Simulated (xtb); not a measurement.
C2H6AlF (SMILES [CH3][Al]([CH3])[F]), singlet, geometry from GFN2-xTB (such geometries of metal compounds can be far from the true shape). Base run: GFN0-xTB in xtb.

xtb was given this input:
```
$ xtb mol.xyz --gfn 0 --json

# file mol.xyz
10

Al    -0.01873622     0.01128456    -0.01949987
C      1.82868265    -0.13941676    -0.74158589
H      2.23712794    -1.14909666    -0.65766910
H      2.53495403     0.51967783    -0.23045799
H      1.84292245     0.13399660    -1.80155726
C     -0.74425394    -0.52313267     1.75297945
H     -1.55785866    -1.24709688     1.64474875
H     -1.17283915     0.33536843     2.27920618
H      0.00348516    -0.96852525     2.41114294
F     -1.12786591     0.68936370    -1.05114186
```

Each row names what was changed in the base input (with any setting that the change needs).

| change | ΔE vs base (kcal/mol) | HOMO-LUMO gap (eV) |
|---|---|---|
| base | 0.000 | 4.65 |
| file = coord | 0.000 | 4.65 |
| acc = 0.0001 | 0.000 | 4.65 |
| acc = 1000 | 0.000 | 4.65 |
| etemp = 10 | 0.000 | 4.65 |
